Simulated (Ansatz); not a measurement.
Two members of one family (Same ligands, another metal), computed with Ansatz in the gas phase; def2 core potentials for Nb, Ta, no spin–orbit coupling. The two geometries come from different levels. Names give formal oxidation states. A dash marks a value that wasn't run or was left out as unsound. The structures are stationary points that may keep the symmetry of their start. Remarks come from the PBE and PBE0 runs and from stability tests at other levels; not every state was tested. HOMO above LUMO (over both spins in singlets and doublets, within one spin in higher multiplets; at PBE or PBE0), or a gap under 0.15 eV within one spin, warns that the state may not be the lowest or that an electron is smeared out.

First: [NbO2(OH)2]- (singlet, charge -1, r2SCAN-D4/def2-SVPD geometry).

```csv
atom,x (Å),y (Å),z (Å)
Nb1,0.1499,0.0630,-0.4352
O2,0.3436,-0.2658,-2.1590
O3,1.0441,1.5127,0.0313
O4,0.8420,-1.4782,0.6284
H5,1.3930,-1.2660,1.3880
O6,-1.7802,0.3453,-0.0132
H7,-1.9924,1.0888,0.5597
```

```
                  level  HOMO (eV)  vertical IE (eV)
       PBE-D4/def2-SVPD      -1.17                 –
   r2SCAN-D4/def2-TZVPD      -1.37              4.37
      PBE0-D4/def2-SVPD      -2.70                 –
     PBE0-D4/def2-TZVPD      -2.60              4.52
CAM-B3LYP-D4/def2-TZVPD      -4.07                 –
```

Metal–donor distances: 4 × O 1.77 to 2.00 Å. Remarks: gap within one spin near zero at PBE or PBE0 (neutral doublet).

Second: [TaO2(OH)2]- (singlet, charge -1, PBE-D4/def2-SVPD geometry).

```xyz
7

Ta   -0.3299    0.2959    0.0068
O    -1.4533    1.5656   -0.5884
O    -0.6926   -0.1023    1.7216
O     1.5582    0.9762   -0.1051
H     2.1168    0.8349    0.6752
O    -0.5624   -1.3676   -1.0985
H    -0.6368   -2.2027   -0.6117
```

**Question.** What does the change do? Estimate second minus first.

**Answer.** 
```tsv
level	Δ HOMO (eV)	Δ vertical IE (eV)
PBE-D4/def2-SVPD	0.12	–
r2SCAN-D4/def2-TZVPD	0.12	-0.13
PBE0-D4/def2-SVPD	0.14	–
PBE0-D4/def2-TZVPD	0.14	-0.13
CAM-B3LYP-D4/def2-TZVPD	0.15	–
```

Metal–donor distances: 4 × O 1.80 to 2.01 Å.
